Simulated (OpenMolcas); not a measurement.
## Pr4+: moving the ligands

Pr4+ with 6 ligands (fluoride) in trigonal antiprismatic coordination (D3d) at 2.16 Å, a polar angle of 56.4° against the regular 54.74°. A charge of +0.333 e stands 3.2 Å behind each ligand. Ligand basis ANO-RCC-VDZP.

| Item | Value |
| --- | --- |
| Program | OpenMolcas 26.06 |
| Method | CASSCF |
| Basis | ANO-RCC-VDZP [7s6p4d2f1g] |
| Scalar Hamiltonian | DKH2, point nucleus |
| Active space | 1 electron in 7 orbitals (4f) |
| State averaging | 2S+1 = 2 odd, 7 roots |
| Spin-orbit coupling | state interaction with AMFI integrals over the reference wave functions |

Runs around this geometry, states (labels of D3, the rotations of D3d). Energies in cm-1 above the lowest state or level, χT in cm3 K/mol.

| R (Å) | Ground state | First state of that spin | First gap with spin-orbit (degeneracies) | Width of lowest J | χT at 300 K |
| --- | --- | --- | --- | --- | --- |
| 2.09 | 2A2 | 2E 1025 | 1574 (2, 2) | 1654 | 0.278 |
| 2.16 | 2A2 | 2E 842.0 | 1328 (2, 2) | 1412 | 0.320 |
| 2.27 | 2A2 | 2E 644.8 | 1035 (2, 2) | 1118 | 0.386 |

Taking the width of the lowest J multiplet as R^-n, n = -ln(1118 / 1654) / ln(2.27 / 2.09) = 4.7 between the shortest and longest distance.

No measured value stands beside these numbers; the geometry was imposed, not optimised, and the real ion may take another.
